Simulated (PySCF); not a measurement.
## Relaxation of sextet [FeBr2]+

All numbers come from UPBE0 in PySCF with Fe def2-SVP, Br def2-SVP; no relativity; density-fitted integrals. A (50,194) grid was used.

A hand-made linear start, of D∞h symmetry, held to at least that symmetry:

```xyz
3
charge 1 multiplicity 6, angstrom
Fe    0.0000    0.0000    0.0000
Br    0.0000    0.0000    2.2540
Br    0.0000    0.0000   -2.2540
```

Q: What does it relax to?

A: It ends at D∞h with Fe–Br 2.223 Å (×2); Br–Fe–Br 180.0°. A frequency run shows 2 imaginary modes (one degenerate set), down to 20i cm⁻¹, so it is a higher-order saddle point. Other isomers or separated fragments may lie lower.

Q: How much energy is released, and in how many steps?

A: 1.4 kJ/mol in 3 steps.

Open d and f shells are described by one determinant, and the ground state may have another occupation or spin.
